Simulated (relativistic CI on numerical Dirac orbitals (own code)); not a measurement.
Computed by Dirac-Coulomb-Breit CI, separate exchange-only KLI orbitals for each configuration, QED by a radiative potential, unscaled Slater integrals (own radial code, finite nucleus).

The strongest absorption lines from the ground level of an ion, among the configurations computed and to levels below about 526 eV (vacuum wavelength in nm, gf): 3.2315 (0.065), 3.2521 (0.042), 4.4901 (0.16), 4.5652 (0.12), 23.281 (0.97), 28.873 (0.38).

(1) Which ion is it?
A. Ag18+
B. In22+
C. In18+
D. In20+

Results:

(1) D. In20+ has 29 electrons and the ground level 3d¹⁰4s ²S1/2; the strongest line goes to 3d¹⁰4p ²P°3/2. The pattern of lines fixes the number of electrons, and along that sequence the line energies rise steadily with the charge (about as its square where n changes within one kind of shell, about linearly where n is kept but much faster in heavy ions where fine structure, which grows about as Z⁴, sets the gap, and irregularly where shells cross), which fixes Z. Configurations outside the model, such as inner-shell arrays, can give stronger lines. At this charge energies of transitions that change n are usually good to better than 1 %, and those within a shell (Δn = 0) to a few per cent.

LS names give the leading component of a level, which can be under half, so a name can repeat, a term be missing and a line seem to break the LS rules.
